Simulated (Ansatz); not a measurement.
Basis-set extrapolation for C₃H₆Si, SMILES `C1=C[SiH2]C1` (PBE0-D4/def2-TZVP geometry, frozen core, the Gaussian-basis code of Ansatz). Multiplicity 1, RHF reference.

|  | def2-TZVPP | def2-QZVPP |
| --- | --- | --- |
| HF | -406.038335 | -406.052541 |
| MP2 correlation | -0.608445 | -0.648035 |
| CCSD(T) correlation | -0.677907 | not run |

Energies in hartree. Use E(X) = E(∞) + A·exp(−7.88·√X) for Hartree–Fock and E(X) = E(∞) + B·X^(−2.97) for correlation, with X = 3 and 4, and add CCSD(T) minus MP2 of the smaller set to the MP2 limit.

Question: What is the CCSD(T) energy at the basis-set limit?

Answer: HF limit: -406.052541 + (-0.014206) × 0.13774 = -406.05450. MP2 limit: -0.648035 + (-0.039590) × 0.74074 = -0.67736. Higher-order term: -0.677907 − (-0.608445) = -0.06946. Total: -406.80132 hartree, 2.32 eV below CCSD(T)/def2-TZVPP.
